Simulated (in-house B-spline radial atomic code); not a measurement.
Settings and results of a run for Ti. Method: non-relativistic Hartree-Fock, average of configuration, point nucleus, inside a hard spherical wall at 4.85 bohr. Calculated with a B-spline radial code for spherical atoms.

Command:
```bash
python run_scf.py task.json out
```
Settings:
```
Z                22
configuration    [Ar] 3d2 4s2
hamiltonian      nr
method           hf
spin_polarised   False
wall_radius      4.85
```

Output (hartree, bohr):
```
 radial grid: 41 intervals, B-splines of order 8, outer radius 4.85 bohr

 iter        energy (Eh)    residual
    1       -845.7604212    3.41e-01
    2       -847.5121025    1.18e-01
    3       -848.0726306    2.99e-02
    4       -848.1172850    6.42e-03
    5       -848.1194863    4.53e-03
    6       -848.1202956    2.96e-04
    7       -848.1203006    3.35e-05
    8       -848.1203007    1.07e-05
    9       -848.1203007    5.58e-07
   10       -848.1203007    8.47e-08

 total energy                     -848.120301
 kinetic                            849.35998
 electron-nucleus                 -2015.09554
 electron-electron                  317.61526

 orbital      occ     eigenvalue          <r>       <r^2>       <1/r>     <1/r^2>       r_max
 1s         2.000     -183.10852    0.0701162  0.00659785     21.5336     933.721     0.04615
 2s         2.000      -21.26817     0.325014    0.124714     4.52797     84.0661      0.2701
 2p         6.000      -17.63288     0.289615     0.10316     4.43801     27.1129      0.2206
 3s         2.000       -2.72841      1.01216     1.17897     1.37213      11.292      0.8732
 3p         6.000       -1.64490      1.09863     1.42103     1.23592      3.3513      0.9084
 3d         2.000       -0.25463      1.48163     2.75644    0.888985     1.08859       1.007
 4s         2.000       -0.05946      2.74633     8.17463    0.453149     1.34731       2.712
```

Run time, properties included: 0.05 s on 1 thread of Arm Neoverse V2, on a shared host.
